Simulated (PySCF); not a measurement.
(2S)-2-methylthietane (C4H8S), SMILES C[C@H]1CCS1.

The structure is a stationary point at B3LYP-D3(BJ)/def2-SVP.

Two levels are set side by side: TDA-PBE/def2-SVPD (PySCF) and TDA-PBE0/def2-SVPD (PySCF). Vertical, same geometry. The lowest singlet is HOMO→LUMO 100 % with PBE and HOMO→LUMO 97 % with the other functional; states are paired by order. Differences are taken from unrounded values.

```tsv
quantity	TDA-PBE
lowest singlet excitation (eV)	4.25
lowest triplet excitation (TDA) (eV)	3.80
```

### Question
These are the TDA-PBE values. What does TDA-PBE0 give? (The exact figures need the calculation; the answer reports its results.)

### Answer

| quantity | TDA-PBE0 | TDA-PBE minus TDA-PBE0 |
|---|---|---|
| lowest singlet excitation (eV) | 4.51 | -0.26 |
| lowest triplet excitation (TDA) (eV) | 3.99 | -0.19 |

A lower first singlet is the usual sign of a functional without exact exchange. Differences between two approximate levels are no errors against the true value.

Rough cost on one machine, each run with all the roots and properties that it gave: TDA-PBE0 against TDA-PBE within a factor of 2.
